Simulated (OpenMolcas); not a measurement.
**Re4+: moving the ligands**

Re4+ with its 6 nearest fluoride ions at 1.892 Å, on the Ge site of Cs2GeF6 (a = 9.021 Å, distance in the model lattice 1.804 Å). The rest of the host is ab initio model potentials to 7.6 Å and point charges beyond; the distance is set by hand and nothing relaxes. Ligand basis ANO-RCC-VDZP.

```yaml
Program: OpenMolcas 26.06
Method: CASSCF
Basis: ANO-RCC-VTZP [8s7p5d3f2g1h]
Scalar_Hamiltonian: DKH2, point nucleus
Active_space: 3 electrons in 5 orbitals (5d)
State_averaging: 2S+1 = 4 even, 10 roots; 2S+1 = 2 even, 40 roots
Spin-orbit_coupling: state interaction with AMFI integrals over the reference wave functions
```

Runs around this geometry, states (labels of O, the rotations of Oh). Energies in cm-1 above the lowest state or level, χT in cm3 K/mol.

| R (Å) | Ground state | First state of that spin | First gap with spin-orbit (degeneracies) | χT at 300 K | First state of another spin |
| --- | --- | --- | --- | --- | --- |
| 1.804 | 4A2 | 4T2 50335 | 13290 (4, 4) | 1.577 | 2E 13912 |
| 1.892 | 4A2 | 4T2 41221 | 13375 (4, 4) | 1.516 | 2E 14084 |
| 1.94 | 4A2 | 4T2 37117 | 13397 (4, 4) | 1.480 | 2E 14171 |

Taking the first state of the same spin as R^-n, n = -ln(37117 / 50335) / ln(1.94 / 1.804) = 4.2 between the shortest and longest distance.

Without dynamic correlation the repulsion within the d shell is too large (B by tens of per cent), so at a given field states of lower spin stand too high. With metal d orbitals alone the field can be off either way by tens of per cent. Ligand-to-metal charge-transfer states are missing. With no ligand orbital active B as a rule stays too high, so bands that hang on it stand too high and its fall with covalency is understated. The least metal-like active orbital is 72 % on the metal (Löwdin) and no ligand orbital is active, so the numbers are rough (holds for R = 1.804). The least metal-like active orbital is 75 % on the metal (Löwdin) and no ligand orbital is active, so the numbers are rough (holds for R = 1.892). The least metal-like active orbital is 76 % on the metal (Löwdin) and no ligand orbital is active, so the numbers are rough (holds for R = 1.94). No measured value stands beside these numbers; the geometry was set by hand and not optimised.
